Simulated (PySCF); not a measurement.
NMR data simulated for an unnamed compound:

$^{1}$H NMR (400 MHz, computed): δ 6.44 (d, 1H), 4.89 (s, 3H), 4.86 (m, 1H), 3.46 (s, 3H), 3.46 (m, 1H), 3.28 (m, 1H).

$^{13}$C{$^{1}$H} NMR (computed): δ 138.9 (CH), 91.0 (CH), 58.9 (CH3), 54.6 (CH2).

Isolated molecule, averaged over atoms made equivalent by symmetry, fast rotation or ring inversion, non-relativistic Hamiltonian, one conformer. Geometry: GFN2-xTB; shieldings: GIAO PBE0/pcSseg-1; PySCF.

δ = σ(ref) − σ, references computed at the same level: $^{1}$H (31.72 ppm), $^{13}$C (186.93 ppm) vs TMS.

Which of these does the molecule contain: an NH or NH2 group, a CF3 group, a Si–H bond, a methoxy group, a C≡C triple bond?

Results:


- An NH or NH2 group: no.
- A CF3 group: no.
- A Si–H bond: yes (δH 4.89 (s)).
- A methoxy group: yes (δC 58.9; δH 3.46 (s)).
- A C≡C triple bond: no.

The data belong to `InChI=1S/C4H10N2OSi/c1-7-4-2-5-6(8)3-4/h2,4H,3H2,1,8H3/t4-/m1/s1`; they needn't prove each group on their own.

Carbon signals by region: 1 in the sp2 and nitrile region (100–160 ppm), 3 at 50–100 ppm.

Shifts are as computed. Against solution values, carbons near 30 ppm lie about +3 ppm off and those near 130 ppm about +5 ppm. Of 1211 compounds with measured shifts, 218 miss one by over three times the rms of a fit or turn the order of signals round; such compounds aren't used in these exercises. No couplings were computed; multiplicities are counted from neighbouring protons, with m where these are inequivalent, close in shift, in a saturated or five-membered ring or joined by F or P, and br s for small geminal =CH2 splittings.
